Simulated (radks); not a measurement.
Question: Ionisation of neutral gadolinium, [Xe] 4f7 5d1 6s2, to [Xe] 4f7 5d1 6s1 as the strength of local exchange is varied. Method: scalar-relativistic Kohn-Sham, Slater X-alpha exchange (alpha = 2/3 is LDA exchange), no correlation, spin-polarised, spherical densities, point nucleus; open shells are filled with parallel spins first (spin-orbit coupling, left out, can overturn this in heavy ions); computed with a radial shooting solver on a logarithmic mesh with Libxc functionals.

| alpha | E(Gd) (hartree) | exchange (hartree) | IE (eV) | -e of the level emptied (eV) | <r> of it (bohr) |
|---|---|---|---|---|---|
| 0.588 | -11229.8060 | -206.6874 | 4.749 | 2.675 (6s) | 4.331 |
| 0.6 | -11234.0408 | -210.9905 | 4.790 | 2.718 (6s) | 4.319 |
| 0.667 | -11257.7163 | -235.0778 | 5.028 | 2.967 (6s) | 4.255 |
| 0.811 | -11308.7803 | -287.1977 | 5.579 | 3.555 (6s) | 4.115 |
| x | -11289.6027 | -267.5968 | 5.366 | 3.327 (6s) | 4.168 |

Which alpha was used in the last row?

Answer: alpha = 0.757. NIST Atomic Spectra Database: 6.150 eV (measured). The central value is not met in this range of alpha. Open shells are spherical and high-spin; term and fine-structure splittings are not resolved. Spin-orbit splitting is averaged out at the scalar-relativistic level.
